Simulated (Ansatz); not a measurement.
C11H22N3Nb, SMILES `C[N]=[Nb]1234([N](C)C)([N](C)C)[C@@H]5[C@H]1[C@H]2[C@@]3(C)[C@@H]54`, 37 atoms. Total charge 0; spin multiplicity 1. Correlated methods include outer-core shells of Nb, which these sets cover unevenly. Nb: def2 effective core potential. All runs use 11 threads of an AMD EPYC 7R13 on a shared host and a whole NVIDIA H100 80 GB. Correlated methods freeze the cores.

Q: How many basis functions does each run have, and how long does it take in Ansatz? RKS revPBE-D4/def2-TZVPP energy; RHF-MP2/def2-TZVPP energy; RKS PBE0-D4/def2-SVP energy; RKS PBE0-D4/def2-QZVPP energy; RKS ωB97M-V/def2-TZVPP energy and forces; RHF-CCSD(T)/def2-SVP energy; RKS ωB97M-V/def2-SVP energy; RKS PBE0-D4/def2-TZVP relaxation (24 steps); RHF-MP2/def2-QZVPP energy; RKS PBE-D4/def2-TZVPP energy and forces; RKS ωB97M-V/def2-QZVPP energy; RKS BLYP-D4/def2-TZVPP energy. (An estimate is asked.)

A: The calculation gave: Other jobs shared the machine, so times are rough.

```csv
level,job,functions,wall time,peak host memory (GiB)
RKS PBE0-D4/def2-SVP,energy,337,2 s,1.1
RKS revPBE-D4/def2-TZVPP,energy,798,2.9 s,1.4
RKS BLYP-D4/def2-TZVPP,energy,798,3 s,1.4
RKS ωB97M-V/def2-SVP,energy,337,3.2 s,1.3
RKS PBE-D4/def2-TZVPP,energy and forces,798,3.5 s,1.4
RHF-MP2/def2-TZVPP,energy,798,3.6 s,1.4
RKS ωB97M-V/def2-TZVPP,energy and forces,798,7 s,1.9
RKS PBE0-D4/def2-QZVPP,energy,1539,7 s,2.5
RKS ωB97M-V/def2-QZVPP,energy,1539,10 s,2.8
RHF-CCSD(T)/def2-SVP,energy,337,20 s,1
RHF-MP2/def2-QZVPP,energy,1539,26 s,35
RKS PBE0-D4/def2-TZVP,relaxation (24 steps),606,51 s,1.6
```
